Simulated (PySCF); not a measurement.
Computed structure and properties of LuO(OH)

System: LuO(OH) (singlet); start: template (C1). Method: PySCF 2.14.0, RKS PBE0, Lu def2-SVP with ECP28, O def2-SVP, H def2-SVP; non-relativistic Hamiltonian with scalar-relativistic core potentials where named; density fitting; no spin-orbit coupling.

Input of the relaxation:

```python
mol = gto.M(atom='''
Lu     0.03738    -0.00044    -0.12584
O      1.64828    -0.00044     0.59506
O     -1.87832    -0.00044     0.73146
H     -2.83792     0.09016     0.79056''',
    basis={'Lu': 'def2-SVP', 'O': 'def2-SVP', 'H': 'def2-SVP'},
    ecp={'Lu': 'def2-SVP'},
    charge=0, spin=0)
mf = dft.RKS(mol, xc='PBE0')
mf.grids.atom_grid = (50, 194)  # f atoms: unpruned, at least (60, 302)
mf = mf.density_fit()  # fitting sets: Lu def2-universal-JKFIT, O def2-universal-JKFIT, H def2-universal-JKFIT
mf.conv_tol = 1e-08; mf.max_cycle = 55
mf.kernel(dm0)  # dm0: converged density of the start geometry
# quasi-Newton relaxation in Cartesian coordinates to a largest gradient under 0.00045 Eh/bohr, steps kept in the point group
```

Run from Python with OMP_NUM_THREADS=2; the lines above give its settings. Where DIIS fails, smearing, a level shift and second-order steps follow.
It took 110 s on 2 threads of AMD EPYC 7R43 64-Core Processor (Zen 3) (shared host), from the converged density of the start.

Course of the relaxation:

```json
{"step": "0", "energy above end (eV)": "0.5200", "largest force component within the symmetry (eV/Å)": "2.909"}
{"step": "1", "energy above end (eV)": "0.3709", "largest force component within the symmetry (eV/Å)": "0.772"}
{"step": "2", "energy above end (eV)": "0.2692", "largest force component within the symmetry (eV/Å)": "1.104"}
{"step": "3", "energy above end (eV)": "0.2360", "largest force component within the symmetry (eV/Å)": "1.320"}
{"step": "4", "energy above end (eV)": "0.1899", "largest force component within the symmetry (eV/Å)": "1.167"}
{"step": "5", "energy above end (eV)": "0.1512", "largest force component within the symmetry (eV/Å)": "0.709"}
{"step": "6", "energy above end (eV)": "0.1475", "largest force component within the symmetry (eV/Å)": "1.569"}
{"step": "7", "energy above end (eV)": "0.1163", "largest force component within the symmetry (eV/Å)": "0.531"}
{"step": "13", "energy above end (eV)": "0.0080", "largest force component within the symmetry (eV/Å)": "0.223"}
{"step": "14", "energy above end (eV)": "0.0018", "largest force component within the symmetry (eV/Å)": "0.157"}
{"step": "15", "energy above end (eV)": "0.0003", "largest force component within the symmetry (eV/Å)": "0.044"}
{"step": "16", "energy above end (eV)": "0.0002", "largest force component within the symmetry (eV/Å)": "0.107"}
{"step": "17", "energy above end (eV)": "0.0000", "largest force component within the symmetry (eV/Å)": "0.020"}
{"step": "18", "energy above end (eV)": "0.0000", "largest force component within the symmetry (eV/Å)": "0.005"}
```
(The steps between are left out.)

Relaxed geometry (Cs):

```xyz
4

Lu   -0.0416   -0.0476   -0.4146
O     1.1508    0.0357    0.9294
O    -1.8930    0.0180    0.2934
H    -2.2467    0.0828    1.1831
```

```json
{"contact": "Lu1–O2 (O)", "Å": "1.799"}
{"contact": "Lu1–O3 (OH)", "Å": "1.983"}
```

On the finer grid (75, 302):

```
HOMO                                                          : -6.18 eV
LUMO                                                          : -2.34 eV
Dipole about the centre of mass                               : 6.01 D
Set of Mulliken populations of Lu1 outside the core potential : s 4.22, p 12.33, d 11.47, f 14.05
D3(BJ) dispersion energy (not in the energies)                : -0.043 eV
```

```csv
atom,Mulliken (e),Löwdin (e),spin (e)
Lu1,0.92,0.42,0.00
O2,-0.56,-0.29,0.00
O3,-0.54,-0.21,0.00
H4,0.19,0.08,0.00
```

A rough frequency check found all modes real, so this is a minimum.

Rigid scan of O along the line from its metal:

```csv
distance to O2 (Å),energy (eV)
1.50,2.842
1.60,1.073
1.70,0.229
1.80,0.000
1.90,0.167
2.00,0.579
2.10,1.127
2.25,2.052
```

Taking off one OH (charge -1, singlet; the rest: singlet) in vacuum, both parts rigid, costs 11.65 eV; the small basis without counterpoise inflates it. Most of it is the attraction of opposite charges; other ways to part are cheaper, and one spin state was tried for the rest.

Rigid scan of OH along the line from its metal:

| distance to O3 (Å) | energy (eV) |
| --- | --- |
| 1.68 | 1.611 |
| 1.78 | 0.607 |
| 1.88 | 0.129 |
| 1.98 | 0.000 |
| 2.08 | 0.096 |
| 2.18 | 0.330 |
| 2.38 | 1.000 |
| 2.68 | 2.110 |
| 3.08 | 3.365 |
| 3.58 | 4.423 |

One start shape was tried, so this needn't be the lowest isomer.
